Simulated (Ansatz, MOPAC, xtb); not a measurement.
Spectroscopic constants of BeF, multiplicity 2 (lowest of 2S+1 = 2, 4 at CCSD(T)/def2-TZVPP on PBE0 minima; our sources give no spin for the ground state, which may be another).

Constants: fifth-degree fit in 1/R to seven points, most abundant isotopes. Runs in def2 and cc sets follow the lowest solution found near the PBE0 minimum.

Programs: Ansatz (Gaussian basis) for Hartree–Fock, density functionals and correlated methods; MOPAC for AM1, PM3, PM6, PM7 (differences of heats of formation); xtb for the GFN methods.  The GFN methods have no spin term and hold the electronic entropy of 300 K.

| level | r_e (Å) | ω_e (cm⁻¹) | α_e (cm⁻¹) | B_e (cm⁻¹) | D_e (eV) | dipole (D) |
|---|---|---|---|---|---|---|
| AM1 | 1.349 | 1125 | 0.0064 | 1.52 | - | - |
| PM3 | 1.373 | 1380 | 0.0061 | 1.46 | - | - |
| PM6 | 1.395 | 1449 | 0.013 | 1.42 | - | - |
| PM7 | 1.339 | 1408 | 0.014 | 1.54 | - | - |
| GFN1-xTB | 1.382 | 1170 | 0.025 | 1.44 | - | - |
| GFN2-xTB | 1.397 | 1119 | 0.025 | 1.41 | - | - |
| SVWN5/def2-TZVPP | 1.368 | 1229 | 0.018 | 1.47 | 6.91 | 1.10 |
| PBE/def2-TZVPP | 1.382 | 1196 | 0.018 | 1.44 | 6.19 | 1.11 |
| r2SCAN/def2-TZVPP | 1.374 | 1224 | 0.018 | 1.46 | 6.17 | 1.18 |
| B97M-V/def2-TZVPP | 1.365 | 1252 | 0.018 | 1.48 | 5.76 | 1.23 |
| B3LYP/def2-TZVPP | 1.373 | 1226 | 0.018 | 1.46 | 5.95 | 1.22 |
| PBE0/def2-TZVPP | 1.370 | 1236 | 0.018 | 1.47 | 5.92 | 1.18 |
| BHLYP/def2-TZVPP | 1.361 | 1268 | 0.018 | 1.49 | 5.63 | 1.27 |
| CAM-B3LYP/def2-TZVPP | 1.368 | 1241 | 0.018 | 1.47 | 6.03 | 1.21 |
| wB97X-V/def2-TZVPP | 1.378 | 1221 | 0.018 | 1.45 | 5.84 | 1.17 |
| wB97M-V/def2-TZVPP | 1.374 | 1224 | 0.018 | 1.46 | 5.74 | 1.30 |
| B2PLYP/def2-TZVPP | 1.374 | 1227 | 0.018 | 1.46 | 5.93 | - |
| CCSD/aug-cc-pVTZ | 1.370 | 1255 | 0.018 | 1.47 | 5.62 | - |
| CCSD/def2-TZVPP | 1.372 | 1239 | 0.018 | 1.46 | 5.35 | - |
| CCSD/aug-cc-pVQZ | 1.365 | 1268 | 0.018 | 1.48 | 5.73 | - |
| CCSD/def2-QZVPP | 1.366 | 1265 | 0.017 | 1.48 | 5.68 | - |
| CCSD(T)/aug-cc-pVTZ | 1.374 | 1242 | 0.018 | 1.46 | 5.75 | - |
| CCSD(T)/def2-TZVPP | 1.375 | 1229 | 0.018 | 1.46 | 5.46 | - |
| CCSD(T)/aug-cc-pVQZ | 1.369 | 1254 | 0.018 | 1.47 | 5.87 | - |
| CCSD(T)/def2-QZVPP | 1.369 | 1253 | 0.017 | 1.47 | 5.81 | - |
| CCSD(T)/CBS(aug-cc-pVTZ, aug-cc-pVQZ) | 1.367 | 1259 | 0.018 | 1.48 | - | - |

D_e counts from each atom's lowest state at the same level, without counterpoise or zero-point energy.

Correlated levels freeze the inner cores; with def2 sets outer-core shells near the valence are correlated too. CBS: X⁻³ extrapolation of the correlation energy, Hartree–Fock from the larger set. The state that AM1, PM3, PM6, PM7 reach isn't checked; PM7 holds dispersion and hydrogen-bond terms.

Ansatz is an electronic-structure program.
